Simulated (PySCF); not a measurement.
Bi(Me)3 (C₃H₉Bi), SMILES [CH3][Bi]([CH3])[CH3]. Atoms are numbered in the order given.

```xyz
13

Bi     0.0000     0.0000     0.3272
C     -1.6613    -0.9591    -0.9393
H     -1.7242    -2.0320    -0.7074
H     -1.4209    -0.8204    -2.0027
H     -2.6219    -0.4771    -0.7074
C      0.0000     1.9183    -0.9393
H      0.0000     1.6407    -2.0027
H      0.8977     2.5092    -0.7074
H     -0.8977     2.5092    -0.7074
C      1.6613    -0.9591    -0.9393
H      1.4209    -0.8204    -2.0027
H      1.7242    -2.0320    -0.7074
H      2.6219    -0.4771    -0.7074
```
Charge 0, spin multiplicity 1.

Coordinates come from a B3LYP-D3(BJ)/def2-SVP optimisation. The isomer is the one that the SMILES or the coordinates give; other isomers of the formula were not compared. The def2 effective core potentials stand for the cores of Bi; spin–orbit coupling is left out.

Level of theory: B3LYP-D3(BJ)/def2-SVP (PySCF 2.14.0).

Frequencies are harmonic and unscaled.

Modes within 1.5 cm⁻¹ of each other (mostly degenerate sets) share a row, with their intensities summed.

### Question
Estimate the vibrational spectrum. (An estimate is asked for; the answer gives what the named calculation found.)

### Answer

```csv
mode,ν (cm⁻¹),IR (km/mol),Raman (Å⁴/amu),depolarisation,moving atoms (share of kinetic energy)
1,85,0.0,0.0,–,H 99 %
2–3,96,0.1,1.7,0.75,"H 91 %, C 8 %"
4–5,149,0.3,10.6,0.75,"C 58 %, H 40 %"
6,160,1.0,4.7,0.75,"C 58 %, H 31 %, Bi 11 %"
7–9,457,51.5,104.1,0.01,"C 77 %, H 17 %"
10,673,0.0,0.0,–,"H 89 %, C 11 %"
11–12,693,9.5,0.2,0.75,"H 88 %, C 11 %"
13–14,784,23.5,8.4,0.75,"H 82 %, C 18 %"
15,786,32.4,4.8,0.73,"H 81 %, C 18 %"
16–17,1175,13.3,25.0,0.75,"H 83 %, C 17 %"
18,1194,0.5,18.7,0.00,"H 84 %, C 16 %"
19,1427,0.0,0.0,–,H 94 %
20–21,1431,4.5,53.2,0.75,H 94 %
22–23,1438,12.3,23.1,0.75,H 95 %
24,1444,5.8,4.3,0.28,H 95 %
25,3040,12.8,378.3,0.01,H 98 %
26–27,3042,39.6,4.0,0.56,H 98 %
28–30,3154,20.9,277.9,–,"H 90 %, C 10 %"
31–33,3160,22.0,190.7,0.75,"H 90 %, C 10 %"
```
